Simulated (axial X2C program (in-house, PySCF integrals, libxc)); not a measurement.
## BSe⁺: properties at the nuclei

Calculated with an axial X2C code built on PySCF integrals: two-component X2C with atomic mean-field Coulomb and Gaunt terms, Gaussian nuclei, basis Se dyall-cv3z, B dyall-v3z with contracted cores.

R = 1.844 Å (near the PBE0 minimum at charge 1 of the determinant lowest at the starting distance; the state shown can have its own minimum elsewhere).

Determinant lowest in the PBE0 search, Ω = 2 (⟨Sz⟩ = 1.00, ⟨Lz⟩ = 1.00 at PBE0), spin on the atoms Se 0.47, B 0.53:

```
    level  Eeff magnitude (GV/cm)  Ws magnitude Se (kHz)  A∥/gI Se (MHz)  qzz Se (a.u.)  A∥/gI B (MHz)  qzz B (a.u.)
     PBE0                   0.721                  0.141             351          -0.54            156         -0.38
       HF                   0.988                  0.196             339          -0.04            155         -0.48
BHandHLYP                   0.726                  0.141             346          -0.14            159         -0.42
    B3LYP                   0.639                  0.123             360          -0.44            161         -0.39
      LDA                   0.579                   0.11             395          -0.88            159         -0.34
```

Eeff is the effective electric field on the electron electric dipole moment in this Ω state and Ws the scalar–pseudoscalar constant of the nucleus named (defined with the proton number Z and per Ω); A∥ (defined per Ω) follows by multiplying with gI = μI/(I μN); qzz is the electric field gradient, eQq0 = 234.96 MHz × Q/barn × qzz. The operators were transformed with the bare-nucleus X2C matrices; with these basis sets, hyperfine constants and field gradients can be off by tens of per cent, and where levels differ in sign neither size nor sign is settled.

Question: With gI(77Se) = 1.0701, gI(11B) = 1.7924, Q(11B) = 0.04059 barn (g factors from the IAEA table of nuclear moments by Stone; Q from Pyykkö, Mol. Phys. 2018), turn the PBE0 values of the first state into constants in MHz.

Answer: A∥(77Se) = 351 × 1.0701 = 376 MHz; A∥(11B) = 156 × 1.7924 = 280 MHz; eQq0(11B) = 234.96 × (0.04059) × (-0.38) = -3.62 MHz.

Each state is one determinant with collinear spin, which with several unpaired electrons need not be a pure state. Unrestricted Hartree–Fock can overshoot spin polarisation at the nuclei. With several open shells hyperfine constants can be off by a factor of several. Open-shell Ω = 0 determinants with evenly filled partner blocks cannot be reached by this program, so the Ω shown need not be the lowest component. States lie within half an eV, so the first need not be the ground state. Further determinants of the search, some of them spin-mixed, are not shown. Where a field gradient or hyperfine factor spreads by more than a factor of two over the levels, a constant derived from it is not to be relied on.
